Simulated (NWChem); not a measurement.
Everything below was run with NWChem. System: O$_{4}$Ru, charge 0, spin multiplicity 1, displaced from the optimised geometry. The structure started from a generated list of species. Level: BP86/def2-SVP with def2 effective core potentials on Ru.

Input file:

```
start mol
memory heap 200 mb stack 900 mb global 1100 mb
geometry units angstroms nocenter noautoz
  Ru     0.000000     0.000000     0.000002
  O      0.000000    -1.385703    -0.979827
  O      0.000000     1.385703    -0.979827
  O      1.385729     0.000000     0.979820
  O     -1.385729     0.000000     0.979820
  symmetry group C2v
end
basis spherical
  * library def2-svp
end
ecp
  Ru library def2-ecp
end
dft
  xc becke88 perdew86
  iterations 100
  direct
end
task dft gradient
```

Output (cleaned and shortened):

```
             Northwest Computational Chemistry Package (NWChem) 7.3.0
             --------------------------------------------------------

                                NWChem Input Module
                                -------------------

 Scaling coordinates for geometry "geometry" by  1.889725989
 (inverse scale =  0.529177249)

 Turning off AUTOSYM since
 SYMMETRY directive was detected!

                             Geometry "geometry" -> ""
                             -------------------------

 Output coordinates in angstroms (scale by  1.889725989 to convert to a.u.)

  No.       Tag          Charge          X              Y              Z
 ---- ---------------- ---------- -------------- -------------- --------------
    1 Ru                  44.0000     0.00000000     0.00000000     0.00000200
    2 O                    8.0000     0.00000000    -1.38570300    -0.97982700
    3 O                    8.0000     0.00000000     1.38570300    -0.97982700
    4 O                    8.0000     1.38572900     0.00000000     0.97982000
    5 O                    8.0000    -1.38572900     0.00000000     0.97982000

 Effective nuclear repulsion energy (a.u.)     512.3450878591

            Nuclear Dipole moment (a.u.)
            ----------------------------
        X                 Y               Z
 ---------------- ---------------- ----------------
     0.0000000000     0.0000000000    -0.0000453534

      Symmetry information
      --------------------

 Group name             C2v
 Group number             16
 Group order               4
 No. of unique centers     3

      Symmetry unique atoms

     1    2    4


 Summary of "ao basis" -> "" (spherical)
 ------------------------------------------------------------------------------
       Tag                 Description            Shells   Functions and Types
 ---------------- ------------------------------  ------  ---------------------
 *                          def2-svp                  on all atoms

 Summary of "ao basis" -> "ao basis" (spherical)
 ------------------------------------------------------------------------------
       Tag                 Description            Shells   Functions and Types
 ---------------- ------------------------------  ------  ---------------------
 Ru                         def2-svp                11       31   5s3p2d1f
 O                          def2-svp                 6       14   3s2p1d

 Summary of "ao basis" -> "ao basis" (spherical)
 ------------------------------------------------------------------------------
       Tag                 Description            Shells   Functions and Types
 ---------------- ------------------------------  ------  ---------------------
 Ru                         def2-svp                11       31   5s3p2d1f
 O                          def2-svp                 6       14   3s2p1d

      Symmetry analysis of basis
      --------------------------

        a1         34
        a2         11
        b1         21
        b2         21

            General Information
            -------------------
          SCF calculation type: DFT
          Wavefunction type:  closed shell.
          No. of atoms     :     5
          No. of electrons :    48
           Alpha electrons :    24
            Beta electrons :    24
          Charge           :     0
          Spin multiplicity:     1
          Use of symmetry is: on ; symmetry adaption is: on
          Maximum number of iterations: 100
          This is a Direct SCF calculation.
          AO basis - number of functions:    87
                     number of shells:    35
          Convergence on energy requested:  1.00D-06
          Convergence on density requested:  1.00D-05
          Convergence on gradient requested:  5.00D-04

              XC Information
              --------------
                    Becke 1988 Exchange Functional  1.000
                Perdew 1981 Correlation Functional  1.000 local
                Perdew 1986 Correlation Functional  1.000 non-local

             Grid Information
             ----------------
          Grid used for XC integration:  medium
          Radial quadrature: Mura-Knowles
          Angular quadrature: Lebedev.
          Tag              B.-S. Rad. Rad. Pts. Rad. Cut. Ang. Pts.
          ---              ---------- --------- --------- ---------
          Ru                  1.30      123           8.0       590
          O                   0.60       49           7.0       434
          Grid pruning is: on
          Number of quadrature shells:   221
          Spatial weights used:  Erf1

          Convergence Information
          -----------------------
          Convergence aids based upon iterative change in
          total energy or number of iterations.
          Levelshifting, if invoked, occurs when the
          HOMO/LUMO gap drops below (HL_TOL):  1.00D-02
          DIIS, if invoked, will attempt to extrapolate
          using up to (NFOCK): 10 stored Fock matrices.

                    Damping( 0%)  Levelshifting(0.5)       DIIS
                  --------------- ------------------- ---------------
          dE  on:    start            ASAP                start
          dE off:    2 iters        100 iters           100 iters

      Screening Tolerance Information
      -------------------------------
          Density screening/tol_rho:  1.00D-10
          AO Gaussian exp screening on grid/accAOfunc:  14
          CD Gaussian exp screening on grid/accCDfunc:  20
          XC Gaussian exp screening on grid/accXCfunc:  20
          Schwarz screening/accCoul:  1.00D-08
[...]
 d= 0,ls=0.5,diis    13   -395.6746135567 -2.18D-04  6.71D-05  1.10D-03     8.5
 d= 0,ls=0.5,diis    14   -395.6746822129 -6.87D-05  3.77D-05  3.78D-04     9.1
 d= 0,ls=0.5,diis    15   -395.6747059425 -2.37D-05  2.23D-05  1.35D-04     9.7
 d= 0,ls=0.5,diis    16   -395.6747144460 -8.50D-06  1.33D-05  4.90D-05    10.3
 d= 0,ls=0.5,diis    17   -395.6747178223 -3.38D-06  8.10D-06  1.80D-05    11.0
 d= 0,ls=0.5,diis    18   -395.6747189615 -1.14D-06  4.95D-06  6.71D-06    11.6
 d= 0,ls=0.5,diis    19   -395.6747193868 -4.25D-07  3.05D-06  2.52D-06    12.2

         Total DFT energy =     -395.674719546861
      One electron energy =    -1039.401487857231
           Coulomb energy =      454.989032745675
    Exchange-Corr. energy =      -44.228771482192
 Nuclear repulsion energy =      232.966507046886

 Numeric. integr. density =       48.000000856341

     Total iterative time =     12.4s

                  Occupations of the irreducible representations
                  ----------------------------------------------

                     irrep           alpha         beta
                     --------     --------     --------
                     a1               10.0         10.0
                     a2                2.0          2.0
                     b1                6.0          6.0
                     b2                6.0          6.0

                       DFT Final Molecular Orbital Analysis
                       ------------------------------------

 Vector   22  Occ=2.000000D+00  E=-3.274397D-01  Symmetry=b2
              MO Center=  2.8D-15, -1.0D-14, -4.8D-01, r^2= 3.2D+00
   Bfn.  Coefficient  Atom+Function         Bfn.  Coefficient  Atom+Function
  ----- ------------  ---------------      ----- ------------  ---------------
    37      0.338443  2 O  pz                51     -0.338443  3 O  pz
    40      0.241605  2 O  pz                54     -0.241605  3 O  pz
    36     -0.239330  2 O  py                50     -0.239330  3 O  py
    64      0.239362  4 O  py                78      0.239362  5 O  py
    39     -0.170849  2 O  py                53     -0.170849  3 O  py

 Vector   23  Occ=2.000000D+00  E=-3.274376D-01  Symmetry=a2
              MO Center=  1.9D-14, -7.3D-15,  5.1D-05, r^2= 3.4D+00
   Bfn.  Coefficient  Atom+Function         Bfn.  Coefficient  Atom+Function
  ----- ------------  ---------------      ----- ------------  ---------------
    35      0.338455  2 O  px                49     -0.338455  3 O  px
    64      0.338473  4 O  py                78     -0.338473  5 O  py
    38      0.241613  2 O  px                52     -0.241613  3 O  px
    67      0.241624  4 O  py                81     -0.241624  5 O  py
    26      0.041702  1 Ru f -2

 Vector   24  Occ=2.000000D+00  E=-3.274373D-01  Symmetry=b1
              MO Center=  2.2D-14, -6.9D-15,  4.8D-01, r^2= 3.2D+00
   Bfn.  Coefficient  Atom+Function         Bfn.  Coefficient  Atom+Function
  ----- ------------  ---------------      ----- ------------  ---------------
    65      0.338490  4 O  pz                79     -0.338490  5 O  pz
    68      0.241637  4 O  pz                82     -0.241637  5 O  pz
    35      0.239311  2 O  px                49      0.239311  3 O  px
    63     -0.239311  4 O  px                77     -0.239311  5 O  px
    38      0.170838  2 O  px                52      0.170838  3 O  px

 Vector   25  Occ=0.000000D+00  E=-2.125126D-01  Symmetry=a1
              MO Center= -2.5D-15, -1.9D-15, -2.6D-05, r^2= 2.3D+00
   Bfn.  Coefficient  Atom+Function         Bfn.  Coefficient  Atom+Function
  ----- ------------  ---------------      ----- ------------  ---------------
    17      0.719828  1 Ru d  0              37      0.228233  2 O  pz
    51      0.228233  3 O  pz                65     -0.228226  4 O  pz
    79     -0.228226  5 O  pz                40      0.170949  2 O  pz
    54      0.170949  3 O  pz                68     -0.170942  4 O  pz
    82     -0.170942  5 O  pz                36     -0.161382  2 O  py

 Vector   26  Occ=0.000000D+00  E=-2.125109D-01  Symmetry=a2
              MO Center=  1.3D-14, -1.2D-14, -3.3D-05, r^2= 2.3D+00
   Bfn.  Coefficient  Atom+Function         Bfn.  Coefficient  Atom+Function
  ----- ------------  ---------------      ----- ------------  ---------------
    15      0.719832  1 Ru d -2              35      0.279525  2 O  px
    49     -0.279525  3 O  px                64     -0.279510  4 O  py
    78      0.279510  5 O  py                38      0.209368  2 O  px
    52     -0.209368  3 O  px                67     -0.209357  4 O  py
    81      0.209357  5 O  py                20      0.049683  1 Ru d -2

 Vector   27  Occ=0.000000D+00  E=-1.383979D-01  Symmetry=b1
              MO Center=  1.6D-10,  1.5D-14,  1.7D-01, r^2= 2.3D+00
   Bfn.  Coefficient  Atom+Function         Bfn.  Coefficient  Atom+Function
  ----- ------------  ---------------      ----- ------------  ---------------
    18      0.721589  1 Ru d  1              63     -0.317766  4 O  px
    77     -0.317766  5 O  px                66     -0.285353  4 O  px
    80     -0.285353  5 O  px                23      0.240055  1 Ru d  1
     6     -0.226318  1 Ru px                62      0.203045  4 O  s
    76     -0.203045  5 O  s                 35     -0.201364  2 O  px

 center of mass
 --------------
 x =   0.00000000 y =   0.00000000 z =  -0.00000023

 moments of inertia (a.u.)
 ------------------
         438.704884717400           0.000000000000           0.000000000000
           0.000000000000         438.713116370180           0.000000000000
           0.000000000000           0.000000000000         438.720498623968

     Multipole analysis of the density
     ---------------------------------

     L   x y z        total         alpha         beta         nuclear
     -   - - -        -----         -----         ----         -------
     0   0 0 0     -0.000000    -24.000000    -24.000000     48.000000

     1   1 0 0      0.000000      0.000000      0.000000      0.000000
     1   0 1 0      0.000000      0.000000      0.000000      0.000000
     1   0 0 1     -0.000143      0.000004      0.000004     -0.000151

     2   2 0 0    -32.590569    -71.153828    -71.153828    109.717086
     2   1 1 0      0.000000      0.000000      0.000000      0.000000
     2   1 0 1      0.000000      0.000000      0.000000      0.000000
     2   0 2 0    -32.589863    -71.151416    -71.151416    109.712969
     2   0 1 1      0.000000      0.000000      0.000000      0.000000
     2   0 0 2    -32.590092    -71.149685    -71.149685    109.709277

            General Information
            -------------------
          SCF calculation type: DFT
          Wavefunction type:  closed shell.
          No. of atoms     :     5
          No. of electrons :    48
           Alpha electrons :    24
            Beta electrons :    24
          Charge           :     0
          Spin multiplicity:     1
          Use of symmetry is: on ; symmetry adaption is: on
          Maximum number of iterations: 100
          This is a Direct SCF calculation.
          AO basis - number of functions:    87
                     number of shells:    35
          Convergence on energy requested:  1.00D-06
          Convergence on density requested:  1.00D-05
          Convergence on gradient requested:  5.00D-04

              XC Information
              --------------
                    Becke 1988 Exchange Functional  1.000
                Perdew 1981 Correlation Functional  1.000 local
                Perdew 1986 Correlation Functional  1.000 non-local

             Grid Information
             ----------------
          Grid used for XC integration:  medium
          Radial quadrature: Mura-Knowles
          Angular quadrature: Lebedev.
          Tag              B.-S. Rad. Rad. Pts. Rad. Cut. Ang. Pts.
          ---              ---------- --------- --------- ---------
          Ru                  1.30      123           8.0       590
          O                   0.60       49           7.0       434
          Grid pruning is: on
          Number of quadrature shells:   221
          Spatial weights used:  Erf1

          Convergence Information
          -----------------------
          Convergence aids based upon iterative change in
          total energy or number of iterations.
          Levelshifting, if invoked, occurs when the
          HOMO/LUMO gap drops below (HL_TOL):  1.00D-02
          DIIS, if invoked, will attempt to extrapolate
          using up to (NFOCK): 10 stored Fock matrices.

                    Damping( 0%)  Levelshifting(0.5)       DIIS
                  --------------- ------------------- ---------------
          dE  on:    start            ASAP                start
          dE off:    2 iters        100 iters           100 iters

      Screening Tolerance Information
      -------------------------------
          Density screening/tol_rho:  1.00D-10
          AO Gaussian exp screening on grid/accAOfunc:  14
          CD Gaussian exp screening on grid/accCDfunc:  20
          XC Gaussian exp screening on grid/accXCfunc:  20
          Schwarz screening/accCoul:  1.00D-08

                            NWChem DFT Gradient Module
                            --------------------------

  charge          =   0.00
  wavefunction    = closed shell

  Using symmetry

                         DFT ENERGY GRADIENTS

    atom               coordinates                        gradient
                 x          y          z           x          y          z
   1 Ru      0.000000   0.000000   0.000004    0.000000   0.000000  -0.000008
   2 O       0.000000  -2.618599  -1.851605    0.000000  -0.000195  -0.000135
   3 O       0.000000   2.618599  -1.851605    0.000000   0.000195  -0.000135
   4 O       2.618648   0.000000   1.851591    0.000204   0.000000   0.000139
   5 O      -2.618648   0.000000   1.851591   -0.000204  -0.000000   0.000139

                 ----------------------------------------
                 |  Time  |  1-e(secs)   |  2-e(secs)   |
                 ----------------------------------------
                 |  CPU   |       0.03   |       1.64   |
                 ----------------------------------------
                 |  WALL  |       0.03   |       1.64   |
                 ----------------------------------------

 Task  times  cpu:       14.8s     wall:       14.8s

 Total times  cpu:       14.8s     wall:       14.8s
```
